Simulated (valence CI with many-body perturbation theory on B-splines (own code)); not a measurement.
## E1 line list for Ba VIII

Method: configuration interaction combined with many-body perturbation theory (CI+MBPT): three valence electrons over a frozen Dirac-Fock core [Kr] 4d10, a basis of 7 s, 7 p, 7 d, 7 f, 4 g, 2 h functions for each j, with the one-electron correlation potential Σ1, the two-electron term Σ2, the three-electron term Σ3, Breit, model QED; selected CI, second order for the rest, scaled by the run's own slope (own B-spline code, finite nucleus).

Against 62 measured levels this calculation errs by 1061 cm⁻¹ on average and by 3801 at most. These come from a selection out of Sansonetti and Curry, J. Phys. Chem. Ref. Data 39, 043103 (2010). Levels without a partner in it may be off by more, other configurations by several thousand cm⁻¹. 7 measured levels below the end of the list, from 249919 cm⁻¹ on, found no clear computed partner, and computed levels of the same name lie up to 8910 cm⁻¹ from them.

Lines 1 to 50 of 573 in falling wavelength, among levels below 535170 cm⁻¹, chosen from the strongest by gf and those to the six lowest levels. Wavelengths and rates use the calculated energies, so an error of 1000 cm⁻¹ moves a line at 5016 Å by 5 % and its rate by three times that or more. Electric multipoles are in the length gauge, E1 and E2 with the static RPA response of the core. Weak lines are less certain than strong ones. Lines between different terms over intervals too small for the method are left out, as are lines whose strength nearly cancels. Where a level lies close to another of its J and parity, the split of strength between their lines is uncertain. The highest levels of a list are the least certain.

Names give the largest LS component (configuration and term), which can be under half, so a name can repeat, a term be missing and a line seem to break the LS rules; names also repeat where a configuration has a term twice. Letters in brackets count levels of one name in rising energy.

| λ vac (Å) | λ from measured levels | Upper | Lower | A (s⁻¹) | log gf | Branch % |
| --- | --- | --- | --- | --- | --- | --- |
| 5016 | 4916 | 5s 5p2 2D_3/2 | 4f 5s2 2F°_5/2 | 8.43e+05 | -1.90 | 0.0 |
| 3351 |  | 5s2 6d 2D_3/2 | 5s2 5f 2F°_5/2 | 1.23e+08 | -0.08 | 2.6 |
| 3210 |  | 5s2 6d 2D_5/2 | 5s2 5f 2F°_7/2 | 1.34e+08 | 0.10 | 3.1 |
| 2123 |  | 5s 5p 6p 2P_3/2 [b] | 5s 5p 6s 2P°_3/2 [a] | 1.71e+08 | -0.33 | 1.7 |
| 2085 |  | 5s 5p 6p 4P_5/2 | 5s 5p 6s 2P°_3/2 [a] | 1.14e+08 | -0.35 | 0.8 |
| 2017 |  | 5s 5p 6p 4D_1/2 | 5s 5p 6s 4P°_1/2 | 3.22e+08 | -0.41 | 7.4 |
| 1888 |  | 5s 5p 6p 4D_3/2 [b] | 5s 5p 6s 4P°_3/2 | 1.98e+08 | -0.37 | 1.2 |
| 1871 | 1919 | 5s2 6p 2P°_1/2 | 5s2 6s 2S_1/2 | 5.97e+08 | -0.20 | 8.6 |
| 1866 |  | 5s 5p 6p 2P_1/2 | 5s 5p 6s 2P°_1/2 [a] | 4.44e+08 | -0.33 | 4.6 |
| 1819 |  | 5p2 5d 4D_7/2 | 5s 5p 6s 4P°_5/2 | 1.07e+08 | -0.37 | 2.7 |
| 1801 |  | 5s 5p 6p 2P_3/2 [b] | 5s 5p 6s 4P°_5/2 | 3.34e+08 | -0.19 | 3.3 |
| 1774 |  | 5s 5p 6p 4P_5/2 | 5s 5p 6s 4P°_5/2 | 3.68e+08 | 0.02 | 2.6 |
| 1772 |  | 5s 5p 6p 4P_1/2 | 5s 5p 6s 4P°_3/2 | 6.71e+08 | -0.20 | 9.3 |
| 1752 |  | 5p2 5d 4D_5/2 | 5s 5p 6s 4P°_3/2 | 1.90e+08 | -0.28 | 2.9 |
| 1748 |  | 5s 5p 6p 4S_3/2 | 5s 5p 6s 2P°_3/2 [a] | 2.12e+08 | -0.41 | 1.5 |
| 1725 |  | 5s 5p 6p 2D_3/2 | 5s 5p 6s 2P°_1/2 [a] | 4.50e+08 | -0.10 | 3.9 |
| 1685 |  | 5s 5p 6p 2D_5/2 | 5s 5p 6s 2P°_3/2 [a] | 6.10e+08 | 0.19 | 5.8 |
| 1683 |  | 5s2 6p 2P°_3/2 [a] | 5s2 6s 2S_1/2 | 2.89e+08 | -0.31 | 1.5 |
| 1617 |  | 5s 5p 6p 2P_3/2 [a] | 5s 5p 6s 4P°_1/2 | 3.73e+08 | -0.23 | 4.9 |
| 1607 |  | 5p2 5d 2F_5/2 [b] | 5s 5p 6s 4P°_5/2 | 1.88e+08 | -0.36 | 0.6 |
| 1586 |  | 5s 5p 6p 4D_7/2 | 5s 5p 6s 4P°_5/2 | 8.44e+08 | 0.41 | 5.8 |
| 1567 |  | 5s 5p 6p 4D_5/2 | 5s 5p 6s 4P°_3/2 | 8.09e+08 | 0.25 | 4.9 |
| 1566 | 1601 | 5s2 6p 2P°_3/2 [b] | 5s2 6s 2S_1/2 | 6.44e+08 | -0.02 | 3.8 |
| 1548 |  | 5p2 5d 2D_3/2 [a] | 5s 5p 6s 4P°_5/2 | 2.68e+08 | -0.41 | 2.2 |
| 1524 |  | 5s 5p 6p 4S_3/2 | 5s 5p 6s 4P°_5/2 | 3.06e+08 | -0.37 | 2.2 |
| 1523 |  | 5s 5p 6p 2D_3/2 | 5s 5p 6s 4P°_3/2 | 3.68e+08 | -0.29 | 3.2 |
| 1519 |  | 5p2 5d 4D_3/2 | 5s 5p 6s 4P°_1/2 | 4.30e+08 | -0.23 | 2.8 |
| 1475 |  | 5s 5p 6p 2D_5/2 | 5s 5p 6s 4P°_5/2 | 2.08e+08 | -0.39 | 2.0 |
| 1425 |  | 4f 5s 5d 2H°_9/2 [a] | 4f2 5s 2I_11/2 | 2.49e+08 | -0.12 | 1.4 |
| 1391 |  | 5p2 5d 2G_7/2 | 5s2 5f 2F°_5/2 | 1.66e+08 | -0.41 | 2.2 |
| 1380 |  | 4f 5s 5d 2H°_11/2 [a] | 4f2 5s 2I_13/2 | 3.19e+08 | 0.04 | 2.1 |
| 1321 |  | 5s2 6d 2D_5/2 | 5s 5p 5d 2F°_7/2 [b] | 2.68e+08 | -0.38 | 6.3 |
| 1277 |  | 4f 5s 5d 4G°_5/2 | 4f2 5s 4H_7/2 | 4.27e+08 | -0.20 | 2.2 |
| 1269 |  | 4f 5s 5d 4G°_7/2 | 4f2 5s 4H_9/2 | 3.68e+08 | -0.15 | 2.0 |
| 1260 |  | 4f 5s 5d 4G°_9/2 | 4f2 5s 4H_11/2 | 3.72e+08 | -0.05 | 2.1 |
| 1258 |  | 4f 5s 5d 4D°_7/2 | 4f2 5s 4F_9/2 | 2.55e+08 | -0.32 | 1.3 |
| 1258 |  | 4f 5s 5d 4D°_5/2 | 4f2 5s 4F_7/2 | 2.14e+08 | -0.52 | 1.1 |
| 1254 |  | 4f 5s 5d 4G°_11/2 | 4f2 5s 4H_13/2 | 4.18e+08 | 0.07 | 2.4 |
| 1248 |  | 5s2 5g 2G_9/2 | 5s2 5f 2F°_7/2 | 1.66e+09 | 0.59 | 8.6 |
| 1240 |  | 4f 5s 5d 2F°_7/2 [a] | 4f2 5s 2G_9/2 | 2.36e+08 | -0.36 | 1.2 |
| 1231 |  | 4f 5s 5d 2H°_9/2 [b] | 4f2 5s 2I_11/2 | 1.63e+08 | -0.43 | 0.9 |
| 1206 |  | 5s2 6d 2D_5/2 | 5s2 6p 2P°_3/2 [b] | 1.94e+09 | 0.40 | 45.3 |
| 1205 |  | 5s2 5g 2G_7/2 | 5s2 5f 2F°_5/2 | 2.00e+09 | 0.54 | 8.1 |
| 1170 |  | 5s 5p 5d 4F°_9/2 | 4f 5s 5p 4G_11/2 | 3.24e+08 | -0.18 | 81.5 |
| 1168 |  | 5p2 5d 2G_9/2 | 5s2 5f 2F°_7/2 | 6.73e+08 | 0.14 | 5.9 |
| 1149 |  | 4f 5s 5d 2G°_9/2 [b] | 4f2 5s 2H_11/2 | 1.69e+08 | -0.48 | 0.9 |
| 1144 |  | 5s2 6d 2D_5/2 | 5s2 6p 2P°_3/2 [a] | 1.34e+09 | 0.20 | 31.2 |
| 1118 |  | 5p2 5d 4D_7/2 | 4f 5p2 4F°_9/2 | 2.47e+08 | -0.43 | 6.3 |
| 1111 |  | 5p2 5d 4F_7/2 | 4f 5p2 4G°_9/2 [b] | 4.63e+08 | -0.16 | 9.9 |
| 1107 |  | 5p2 5d 4F_3/2 | 4f 5p2 4G°_5/2 | 5.11e+08 | -0.43 | 8.2 |

(1) How does gf follow from A for the line at 1524 Å?

Answers

(1) gf = 1.4992 × (2J+1)_upper × A / σ², with σ = 65630 cm⁻¹ and 2J+1 = 4: gf = 0.426.
